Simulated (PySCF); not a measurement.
BaF, SMILES [F][Ba+], charge +1.

The structure is a stationary point at PBE0-D3(BJ)/def2-TZVPD. The spin state was assumed, not searched. The def2 effective core potentials stand for the cores of Ba; spin–orbit coupling is left out.

Two levels are set side by side: TDA-PBE/def2-TZVPD (PySCF) and TDA-CAM-B3LYP/def2-TZVPD (PySCF). Vertical, same geometry. The lowest singlet is HOMO→LUMO 100 % with PBE and HOMO→LUMO 95 % with the other functional; states are paired by order. Differences are taken from unrounded values.

```csv
quantity,TDA-CAM-B3LYP
lowest singlet excitation (eV),7.07
lowest triplet excitation (TDA) (eV),7.00
```

Task: What does TDA-PBE give, and how far is it from TDA-CAM-B3LYP? (The exact figures need the calculation; the answer reports its results.)

Result: 
```json
[
 {"quantity": "lowest singlet excitation (eV)", "TDA-PBE": "5.91", "TDA-PBE minus TDA-CAM-B3LYP": "-1.15"},
 {"quantity": "lowest triplet excitation (TDA) (eV)", "TDA-PBE": "5.86", "TDA-PBE minus TDA-CAM-B3LYP": "-1.14"}
]
```

A lower first singlet is the usual sign of a functional without exact exchange. Differences between two approximate levels are no errors against the true value.

Rough cost on one machine, each run with all the roots and properties that it gave: TDA-CAM-B3LYP against TDA-PBE about 3 times.
